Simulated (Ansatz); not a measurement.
CrO3, 4 atoms. Hardware: 2 threads of Arm Neoverse V2 on a shared host.

Correlated methods freeze 8 core orbitals; core or outer-core shells of Cr are correlated, in sets that lack core-valence functions.

Question: How many basis functions does each of these Ansatz runs have, and roughly what does it cost? PBE0-D4/def2-TZVP, charge 0 singlet, relaxation, 4 steps; PBE0-D4/def2-TZVPD, charge -1 doublet at the geometry of the charge 0 singlet, energy, from earlier orbitals; r2SCAN-D4/def2-TZVP, charge 0 triplet at the geometry of the charge 0 singlet, energy, from earlier orbitals; CCSD(T)/def2-TZVPP, charge 1 doublet at the geometry of the charge 0 singlet, energy, from earlier orbitals; MP2/def2-TZVP, charge 0 singlet, energy, from earlier orbitals; B2PLYP/def2-TZVP, charge 0 singlet, energy, from earlier orbitals; PBE0-D4/def2-TZVP, charge 0 singlet, frequencies; PBE0-D4/def2-SVP, charge -1 doublet at the geometry of the charge 0 singlet, energy with a search over starts; revPBE-D4/def2-TZVP, charge 0 singlet, energy, from earlier orbitals; RPA@PBE/def2-TZVP, charge 0 singlet, energy, from earlier orbitals; PBE0-D4/def2-TZVP, charge 0 singlet, energy, from earlier orbitals; PBE-D4/def2-TZVP, charge 1 doublet at the geometry of the charge 0 singlet, energy, from earlier orbitals.

Answer: Other jobs shared the machine, so times can vary by a factor of up to 3. A dash marks memory too small to be measured apart from the calling script's.

| run | functions | fitting or Cholesky vectors | wall time | peak host memory (GiB) |
| --- | --- | --- | --- | --- |
| revPBE-D4/def2-TZVP, charge 0 singlet, energy, from earlier orbitals | 138 | 882 | 1.4 s | – |
| PBE0-D4/def2-TZVP, charge 0 singlet, energy, from earlier orbitals | 138 | 942 | 2 s | – |
| PBE0-D4/def2-SVP, charge -1 doublet at the geometry of the charge 0 singlet, energy with a search over starts | 73 | 745 | 2.1 s | – |
| RPA@PBE/def2-TZVP, charge 0 singlet, energy, from earlier orbitals | 138 | 1048 | 3.2 s | – |
| PBE-D4/def2-TZVP, charge 1 doublet at the geometry of the charge 0 singlet, energy, from earlier orbitals | 138 | 882 | 3.3 s | – |
| B2PLYP/def2-TZVP, charge 0 singlet, energy, from earlier orbitals | 138 | 1048 | 3.7 s | – |
| MP2/def2-TZVP, charge 0 singlet, energy, from earlier orbitals | 138 | 1048 | 4.9 s | – |
| PBE0-D4/def2-TZVPD, charge -1 doublet at the geometry of the charge 0 singlet, energy, from earlier orbitals | 168 | 1048 | 6.5 s | – |
| PBE0-D4/def2-TZVP, charge 0 singlet, relaxation, 4 steps | 138 | 942 | 8 s | – |
| r2SCAN-D4/def2-TZVP, charge 0 triplet at the geometry of the charge 0 singlet, energy, from earlier orbitals | 138 | 882 | 8.5 s | – |
| PBE0-D4/def2-TZVP, charge 0 singlet, frequencies | 138 | 942 | 27 s | – |
| CCSD(T)/def2-TZVPP, charge 1 doublet at the geometry of the charge 0 singlet, energy, from earlier orbitals | 157 | 1084 | 1.9 min | 2.1 |
